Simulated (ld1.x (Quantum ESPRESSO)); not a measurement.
magnesium (Mg): variants of one ultrasoft potential

Base potential:

magnesium (Mg), ultrasoft, made with ld1.x (Quantum ESPRESSO) 7.5 (BLYP, scalar-relativistic). Core [Ne], reference 3s1 3p0 (charge +1). Waves: 3s (bound): rcut 1.85, rcutus 2.40 bohr; 3s channel at 3.7 Ry: rcut 1.85, rcutus 2.40 bohr; 3p (bound, empty): rcut 2.05, rcutus 2.50 bohr; 3p channel at -0.2 Ry: rcut 2.05, rcutus 2.50 bohr. Local part: all-electron potential smoothed inside 2.05 bohr (lloc = -1). Core correction: Bessel-smoothed model core inside 1.75 bohr. Augmentation charge: PSQ, inside the norm-conserving radii.

Cutoffs, loose and tight: the cutoffs (Ry, on a coarse ladder) from which the occupation-weighted sum of valence levels, in a spherical-Bessel basis at the reference potential, stays within 10 and 1 mRy of its value at 400 Ry. They do not see the model core or the augmentation charge, which bear on the density cutoff. Test errors are all-electron minus pseudo excitation energies from the reference, over the configurations 3s2 3p0; 3s1.5 3p0; 3s1 3p1; 3s0 3p1; 3s0 3p2. A dash means not determined; rows that change the core or the reference have their own tests.

Cutoffs are not given where the Bessel-basis levels miss the radial ones by over 6 mRy, ghosts where they miss by over 20 mRy; a channel whose overlap is not positive is not tested.

```csv
change,outcome,"cutoff, loose","cutoff, tight",bound ghosts,largest test error (meV)
base,generated,6 Ry,6 Ry,none,-1.5
local potential all-electron potential smoothed inside 2.98 bohr (lloc = -1),generated,6 Ry,6 Ry,none,-1.5
functional PW91,generated,6 Ry,6 Ry,none,+0.9
"waves 3s (bound): rcut 1.85, rcutus 3.24 bohr; 3s channel at 3.7 Ry: rcut 1.85, rcutus 3.24 bohr",generated,6 Ry,6 Ry,none,+8.3
"waves 3p (bound): rcut 2.05, rcutus 3.18 bohr; 3p channel at -0.2 Ry: rcut 2.05, rcutus 3.18 bohr",generated,6 Ry,6 Ry,none,-2.7
"all radii but the core radius scaled by about 0.97 (s 2.32, p 2.42 bohr, rcut 1.80/1.98); local potential all-electron potential smoothed inside 1.98 bohr (lloc = -1)",generated,6 Ry,6 Ry,none,test run stopped at test 1 of 5 (negative rho)
reference 3s1.5 3p0.5,generated,6 Ry,6 Ry,none,test run stopped at test 2 of 6 (negative rho)
"wave 3s channel at 3.7 Ry: rcut 1.85, rcutus 2.40 bohr becomes 3s channel at 0.79 Ry: rcut 1.85, rcutus 2.40 bohr",generated,6 Ry,6 Ry,none,-1.5
local potential all-electron potential smoothed inside 2.10 bohr (lloc = -1),generated,6 Ry,6 Ry,none,-1.5
```

Question: What comes out with this change to the base: augmentation built from norm-conserving waves at rcut, not smoothed further?

Answer: outcome: generated; bound ghosts: not determined; largest test error (meV): test run stopped at test 1 of 5 (negative rho).
